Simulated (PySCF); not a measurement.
SnH4, SMILES [SnH4].

The structure is a stationary point at B3LYP-D3(BJ)/def2-TZVPD. The isomer is the one that the SMILES or the coordinates give; other isomers of the formula were not compared. The def2 effective core potentials stand for the cores of Sn; spin–orbit coupling is left out.

The numbers are results of CAM-B3LYP/def2-TZVPD (PySCF), not measurements.

Gas-phase values at a fixed geometry.

Computed frontier levels, gap, dipole moment and polarisability:
highest occupied level: -10.54 eV
lowest empty level: 0.47 eV
orbital gap: 11.01 eV
dipole moment: 0.00 D
quadrupole, principal values (traceless, Buckingham form, about the centre of nuclear charge): 0.00, 0.00, 0.00 D·Å
mean static polarisability: 44.8 bohr³ (6.64 Å³)
polarisability, principal values: 44.8, 44.8, 44.8 bohr³
